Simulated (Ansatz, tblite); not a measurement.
Clusters of 3 atoms, binary: E(high spin) − E(low spin) (eV) at several levels, gas phase, relaxed structures; Ansatz, xTB through tblite. Each state is relaxed at the level in the geometry column; the other columns are single points. Clusters are the lowest isomers that short searches found in that spin, judged at the geometry's level. Core potentials for Sb, Te in the def2 sets, no spin–orbit coupling. xTB has no spin-polarisation term. Singlets are spin-restricted. The structures are stationary points that may keep the symmetry of their start. Correlated methods freeze inner cores and use unrestricted references for open shells. Remarks come from the PBE and PBE0 runs and from stability tests at other levels; not every state was tested.

```csv
species,state,geometry,GFN1-xTB,GFN2-xTB,PBE-D4/def2-TZVP,r2SCAN-D4/def2-TZVP,PBE0-D4/def2-TZVP,RPA@PBE/def2-TZVP,remarks
LiSi2,quartet − doublet,PBE-D4/def2-TZVP,1.60,1.24,1.45,1.43,1.37,1.53,–
Na2Sb,quartet − doublet,PBE0-D4/def2-TZVP,2.74,1.33,0.87,0.81,0.85,0.72,–
GeTe2,quintet − singlet,r2SCAN-D4/def2-TZVP,4.06,4.45,2.82,2.66,2.85,2.76,–
GeC2⁺,quartet − doublet,r2SCAN-D4/def2-TZVP,3.79,3.84,2.74,2.55,2.68,2.70,spin-contaminated (⟨S²⟩ up to 0.83)
SbTe2⁺,quintet − singlet,PBE0-D4/def2-SVP,3.85,3.35,2.10,1.85,1.96,2.01,–
GeSe2⁺,quartet − doublet,PBE0-D4/def2-TZVP,3.24,2.50,2.42,2.40,2.40,2.32,–
```

(1) Estimate the rows for Si2C (quintet − singlet, PBE0-D4/def2-TZVP geometry); Ge2C (quintet − singlet, r2SCAN-D4/def2-TZVP geometry); GeSb2 (quintet − singlet, PBE-D4/def2-TZVP geometry).

(1) 
```
species              state             geometry  GFN1-xTB  GFN2-xTB  PBE-D4/def2-TZVP  r2SCAN-D4/def2-TZVP  PBE0-D4/def2-TZVP  RPA@PBE/def2-TZVP
   Si2C  quintet − singlet    PBE0-D4/def2-TZVP      5.39      4.31              4.28                 4.15               4.43               4.57
   Ge2C  quintet − singlet  r2SCAN-D4/def2-TZVP      4.83      4.93              3.77                 3.56               3.69               3.82
  GeSb2  quintet − singlet     PBE-D4/def2-TZVP      3.40      3.02              2.99                 2.72               2.81               2.92
```
